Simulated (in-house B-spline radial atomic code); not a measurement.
Zn²⁺ is squeezed into an impenetrable sphere of radius R (the orbitals vanish at R). Method: non-relativistic PBE, spin-polarised, spherical fractional occupations, point nucleus. Calculated with an all-electron radial atomic-structure program (B-spline basis).

Energies in eV above the free ion in [Ar] 3d10:

```json
{"R (bohr)": "7.95", "highest level (eV)": "-31.1", "[Ar] 3d10": "0", "-dE/dV in [Ar] 3d10 (GPa)": "2.45e-05"}
{"R (bohr)": "5.75", "highest level (eV)": "-31.1", "[Ar] 3d10": "0.002457", "-dE/dV in [Ar] 3d10 (GPa)": "0.0169"}
{"R (bohr)": "5.09", "highest level (eV)": "-31", "[Ar] 3d10": "0.01385", "-dE/dV in [Ar] 3d10 (GPa)": "0.119"}
{"R (bohr)": "4.5", "highest level (eV)": "-31", "[Ar] 3d10": "0.06327", "-dE/dV in [Ar] 3d10 (GPa)": "0.686"}
{"R (bohr)": "3.44", "highest level (eV)": "-30", "[Ar] 3d10": "0.9141", "-dE/dV in [Ar] 3d10 (GPa)": "16.6"}
{"R (bohr)": "3.26", "highest level (eV)": "-29.6", "[Ar] 3d10": "1.434", "-dE/dV in [Ar] 3d10 (GPa)": "29.1"}
{"R (bohr)": "2.43", "highest level (eV)": "-23.7", "[Ar] 3d10": "12.02", "-dE/dV in [Ar] 3d10 (GPa)": "469"}
{"R (bohr)": "2.22", "highest level (eV)": "-20", "[Ar] 3d10": "21.34", "-dE/dV in [Ar] 3d10 (GPa)": "1040"}
{"R (bohr)": "1.91", "highest level (eV)": "-10.1", "[Ar] 3d10": "52.71", "-dE/dV in [Ar] 3d10 (GPa)": "3800"}
{"R (bohr)": "1.55", "highest level (eV)": "16", "[Ar] 3d10": "170.8", "-dE/dV in [Ar] 3d10 (GPa)": "21400"}
```

The highest level is first positive in the row R = 1.55 bohr, pushed up by confinement above the zero of the free ion's potential. Each configuration is held fixed and needn't be the lowest in the sphere.
